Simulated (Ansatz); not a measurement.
C3H8BNSi, SMILES `C/N=C\B1C[SiH2]1`, relaxed with RKS PBE-D4/def2-SVP in the Gaussian-basis code of Ansatz from a rough embedded geometry. The force threshold is 0.03 eV/Å; the program also tests the step.

Charge 0, multiplicity 1.

Start:

```xyz
14

C    -0.018    2.257    0.311
N     1.279    1.675    0.300
C     1.543    0.422    0.145
B     0.559   -0.711   -0.105
C     0.099   -2.202   -0.301
Si   -1.450   -1.337   -0.236
H    -0.610    1.751    1.155
H    -0.539    2.003   -0.640
H    -0.020    3.294    0.456
H     2.605    0.127    0.087
H     0.285   -2.858    0.539
H     0.374   -2.585   -1.350
H    -2.100   -1.117    1.111
H    -2.008   -0.719   -1.472
```

**Question.** By how much does the energy fall, and how many steps does the optimiser take? (An estimate is asked.)

**Answer.** Computed: 1.21 eV, in 16 steps, 1 of them rejected.

**Question.** Which bonds change most? (Estimate.)

**Answer.** The calculation gave: C5–Si6 from 1.776 to 2.055 Å; B4–Si6 from 2.109 to 1.933 Å; B4–C5 from 1.573 to 1.506 Å; C1–H9 from 1.047 to 1.112 Å.

**Question.** Give the relaxed structure. (An estimate is asked.)

**Answer.** Computed: 
```xyz
14

C     0.072    2.313    0.505
N     1.338    1.630    0.545
C     1.438    0.393    0.184
B     0.389   -0.593   -0.437
C     0.314   -2.096   -0.402
Si   -1.478   -1.093   -0.463
H    -0.207    2.590    1.546
H    -0.773    1.742    0.052
H     0.202    3.279   -0.030
H     2.468   -0.026    0.283
H     0.891   -2.708    0.318
H    -0.063   -2.723   -1.235
H    -2.397   -0.921    0.719
H    -2.194   -1.787   -1.584
```
